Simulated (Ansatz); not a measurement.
```xyz
6

O    -1.5726   -0.1696    0.0000
H    -2.0575    0.7491    0.0000
H    -0.5573    0.0949    0.0000
O     1.4834    0.1748    0.0000
H     1.6641   -0.4427   -0.8191
H     1.6641   -0.4427    0.8191
```

Basis set: def2-TZVP (spherical functions). Frozen core: 2 orbitals. Charge 0, multiplicity 1.

Computed with Ansatz (development build ahead of 0.2.0); each method stands on the lowest determinant of its kind that the runs found. Restricted open shells among the atoms or ions are ROHF, correlated in semicanonical orbitals with singles.

Problem. Give the atomization energy at this shape (free ground-state atoms in the same class of orbitals less the molecule, no zero-point energy) of singlet H4O2 by RHF-MP2, RHF.

Solution.

```
 method  atomization energy
RHF-MP2            19.09 eV
    RHF            12.88 eV
```

Caution: the shape is not the minimum.
